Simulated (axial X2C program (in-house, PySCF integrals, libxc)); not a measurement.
# Working with the constants of ScI⁻

A bond curve at the BHandHLYP level, with spin–orbit coupling, was computed with an in-house all-electron X2C program for linear molecules (integrals from PySCF) (basis I dyall-acv3z [12s13p9d5f1g], Sc dyall-acv3z [11s12p8d5f2g] (cores contracted in-house)) for the state Ω = 3/2 (⟨Sz⟩ = -0.50, ⟨Lz⟩ = 2.00 at BHandHLYP). Its fit gives Re = 2.9168 Å, ωe = 169.8 cm⁻¹, ωexe = 0.887 cm⁻¹ and αe = 3.637e-04 cm⁻¹; the masses are 126.9045 and 44.9559 u. Two-component means X2C with spin–orbit coupling and atomic mean-field Coulomb and Gaunt terms.

Find the reduced mass, Be and the force constant.

From the BHandHLYP values: μ = 33.1962 u. Be = 16.8576/(μ Re²) = 0.05969 cm⁻¹. k = 5.8918×10⁻⁷ μ ωe² = 0.564 mdyn/Å.

Estimate the centrifugal constant by the Kratzer relation.

D = 4Be³/ωe² = 2.95e-08 cm⁻¹.

Where do the fundamental and the first overtone lie?

ν(1←0) = ωe − 2ωexe = 168.0 cm⁻¹; ν(2←0) = 2ωe − 6ωexe = 334.3 cm⁻¹.

A Morse curve ties αe to the other constants (Pekeris). How well does that hold?

αe(Morse) = 6Be²/ωe × (√(ωexe/Be) − 1) = 3.594e-04 cm⁻¹; the BHandHLYP curve gives 3.637e-04 cm⁻¹, a ratio of 0.99.

One determinant describes the state; a PBE0 search over occupations chose it and may have missed a lower one. Density functionals use the spin component along the axis (collinear). PBE0 can misorder states that lie within some tenths of an eV, so this need not be the ground state of the molecule. The nearest other 2c determinant of the search, Ω = 5/2, lies 0.02 eV up at the distance of the search. Without a current term, density functionals place determinants with orbital angular momentum somewhat too high.
